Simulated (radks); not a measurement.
Problem. The bromine ion Br3+, configuration [Ar] 3d10 4s2 4p2. All-electron calculation, Dirac Kohn-Sham, PBE, spin-unpolarised, spherical densities, point nucleus; open shells fill j = l - 1/2 first. Program: a radial shooting solver on a logarithmic mesh with Libxc functionals.

Spin-orbit splittings of the eigenvalues, e(l+1/2) - e(l-1/2), with zeta = 2 splitting/(2l+1) and mean radii in bohr:

| shell | occ. | splitting (eV) | zeta (eV) | <r> j=l-1/2 | <r> j=l+1/2 |
|---|---|---|---|---|---|
| 2p | 6 | 47.51 | 31.68 | 0.1627 | 0.1666 |
| 3p | 6 | 6.845 | 4.564 | 0.5564 | 0.5669 |
| 3d | 10 | ? | ? | 0.5851 | 0.5891 |
| 4p | 2 | 0.7294 | 0.4863 | 1.750 | 1.776 |
| 4d | 0 | 0.06840 | 0.02736 | 2.490 | 2.499 |

Estimate the 3d splitting.

Solution. 1.091 eV (zeta = 0.4365 eV).
